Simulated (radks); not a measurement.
Values are calculated unless marked as measured or tabulated.
The mean radii <r> (bohr) of the occupied orbitals of an atom or ion are listed with their occupations. Level of theory: scalar-relativistic Kohn-Sham, PBE, spin-unpolarised, spherical densities, point nucleus (a radial shooting solver on a logarithmic mesh with Libxc functionals).

orbital  occ.      <r>
1s          2  0.02232
2s          2  0.09500
2p          6  0.08379
3s          2   0.2468
3p          6   0.2445
3d         10   0.2215
4s          2   0.5100
4p          4   0.5234

Name the element and its charge.

Answer. Z = 63, europium, charge +29: Eu29+ in [Ar] 3d10 4s2 4p4. The 1s radius gives Z: for a bare nucleus <r> = (2 gamma + 1)/(2Z) with gamma = sqrt(1 - (Z/c)^2), 0.02203 bohr for Z = 63, and screening makes it slightly larger (0.02232 here). The occupations add up to 34, and the charge is Z minus that.
